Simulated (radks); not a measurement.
Method: Dirac Kohn-Sham, BLYP, spin-unpolarised, spherical densities, finite nucleus; open shells fill j = l - 1/2 first; Fermi nuclear charge, rms radius of each element as measured or else 0.836 A^(1/3) + 0.57 fm; computed with a radial shooting solver on a logarithmic mesh with Libxc functionals. Each species is in its NIST ground configuration. Rank Zn, Ti, Mn, Co, Ni, V, Fe, Cr, Cu, Sc by mean radius of the outermost orbital (bohr), largest first.

Answer. Sc 3.71, Ti 3.51, Cr 3.43, V 3.35, Mn 3.09, Fe 2.99, Cu 2.93, Co 2.89, Ni 2.81, Zn 2.65.
